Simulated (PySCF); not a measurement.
These are M06-2X/def2-TZVP // PBE0-D3(BJ)/def2-SVP run with PySCF values and carry that method's errors. Gas-phase values, no solvent. One relaxed conformer stands for a flexible species; it need not be the lowest. Delta-SCF ions had no search for a lower state. 

Reference species (SMILES): `C[CH2][Sn]([CH2]C)([CH2]C)[CH2]C` (neutral, multiplicity 1).

* **HOMO–LUMO gap**: 9.32 eV
* **HOMO**: -8.11 eV
* **vertical ionisation energy (Delta-SCF)**: 8.84 eV

Changed species: `C[CH2][Sn]([SiH3])([SiH3])[CH2]C` (C–C–Sn–Si torsion 63°, Si–Sn–C–C torsion -56°) (2 of 4 SiH3 replaced by C2H5; the reference has 4 of 4 SiH3 replaced by C2H5).

Task: Predict the effect on the HOMO–LUMO gap, HOMO and vertical ionisation energy (Delta-SCF).

Result: the HOMO–LUMO gap falls by 0.86 eV, to 8.46 eV; the HOMO rises by 0.04 eV, to -8.07 eV; the vertical ionisation energy (Delta-SCF) stays essentially unchanged.
